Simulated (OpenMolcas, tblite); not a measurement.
**GeHF3 (SMILES [F][GeH]([F])[F]): methods side by side**

GeHF3 has 5 atoms, charge 0, and is taken as a singlet. SMILES: `[F][GeH]([F])[F]`. The coordinates come from a PBE0-D4/def2-TZVP relaxation.

Quantity: the dipole moment, in D. The values are calculated.

```
             level            kind     program  value (D)   CPU time
          GFN2-xTB  semi-empirical      tblite       3.03  under 2 s
    HF/aug-cc-pVDZ    Hartree–Fock  OpenMolcas       2.76       33 s
 SVWN5/aug-cc-pVDZ             LDA  OpenMolcas       2.49       40 s
revPBE/aug-cc-pVDZ             GGA  OpenMolcas       2.34       46 s
r2SCAN/aug-cc-pVDZ        meta-GGA  OpenMolcas       2.45       53 s
  PBE0/aug-cc-pVDZ   global hybrid  OpenMolcas       2.52       41 s
```

All-electron rows without a relativistic Hamiltonian named are non-relativistic. The values span 2.34 to 3.03 D. Magnitudes only. Times are those of the runs behind each value, whatever else they computed, on shared processors of several kinds: orders of magnitude only.
